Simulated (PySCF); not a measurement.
BGeH5, SMILES [BH2][GeH3]. Heavy atoms are numbered as in [BH2:1][GeH3:2]. Hydrogens are named by the atom that carries them.

Coordinates come from a ωB97X-D3(BJ)/def2-TZVP optimisation.

Calculation: KT2/pcSseg-2 in PySCF.

GIAO shieldings, no solvent; atoms alike by connectivity are averaged. δ = σ(ref) − σ: ¹¹B against BF3 (σ = 89.2 ppm); ⁷³Ge against GeH4 (σ = 1672.1 ppm); ¹H against TMS (σ = 31.47 ppm), references at their B3LYP-D3(BJ)/def2-TZVP geometries, non-relativistic.

| nucleus | atoms | count | δ (ppm) |
|---|---|---|---|
| ¹¹B | B1 (BH2) | 1 | 113.4 |
| ⁷³Ge | Ge2 (GeH3) | 1 | 4.2 |
| ¹H | H on B1 | 2 | 11.00 |
| ¹H | H on Ge2 | 3 | 4.00 |
